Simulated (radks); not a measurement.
Results of a calculation; reference values are marked as such.
The lead ion Pb2+ inside a hard spherical wall (all orbitals vanish at R), configuration held at [Hg] and not refilled when levels cross. Code: a radial shooting solver on a logarithmic mesh with Libxc functionals. Model: scalar-relativistic Kohn-Sham, PBE, spin-polarised, spherical densities, finite nucleus; Fermi nuclear charge, rms radius 5.5012 fm. Eigenvalues in eV for spin up, with the zero of energy where the potential of the charges vanishes at infinity; a dash marks a level that is unbound or too diffuse for the functional's potential to be trusted. A positive occupied level is held by the wall or, in an anion where self-interaction has pushed it up, behind a barrier. The pressure on the wall is -dE/dV.

| R (bohr) | E (hartree) | kinetic (hartree) | e(4f) | e(5p) | e(5d) | e(6s) | e(6p, empty) | e(7s, empty) | pressure (GPa) |
|---|---|---|---|---|---|---|---|---|---|
| free | -20875.3237 | 23577.461 | -149.71 | -102.62 | -37.854 | -27.429 | -17.177 | - | 0 |
| 15 | -20875.3237 | 23577.461 | -149.71 | -102.62 | -37.854 | -27.429 | -17.177 | - | < 0.0001 |
| 10 | -20875.3237 | 23577.461 | -149.71 | -102.62 | -37.854 | -27.429 | -17.177 | -9.027 | < 0.0001 |
| 8 | -20875.3237 | 23577.461 | -149.71 | -102.62 | -37.854 | -27.429 | -17.170 | -8.556 | 0.000909 |
| 7 | -20875.3236 | 23577.463 | -149.71 | -102.62 | -37.849 | -27.424 | -17.139 | -7.687 | 0.0131 |
| 6 | -20875.3225 | 23577.478 | -149.67 | -102.58 | -37.814 | -27.385 | -16.975 | -5.473 | 0.179 |
| 5 | -20875.3124 | 23577.583 | -149.43 | -102.35 | -37.601 | -27.112 | -16.211 | 0.304 | 2.32 |
| 4 | -20875.2260 | 23578.250 | -148.18 | -101.19 | -36.525 | -25.478 | -12.903 | 16.307 | 30.5 |
| 3 | -20874.4571 | 23582.721 | -141.76 | -95.659 | -31.184 | -15.744 | 2.434 | 67.699 | 510 |
| 2 | -20865.0499 | 23625.381 | -104.60 | -66.043 | 2.743 | 57.928 | 98.007 | 294.96 | 16600 |
| 1.5 | -20829.5190 | 23760.543 | -33.903 | 0.649 | 85.846 | 251.01 | 320.11 | 733.39 | 155000 |
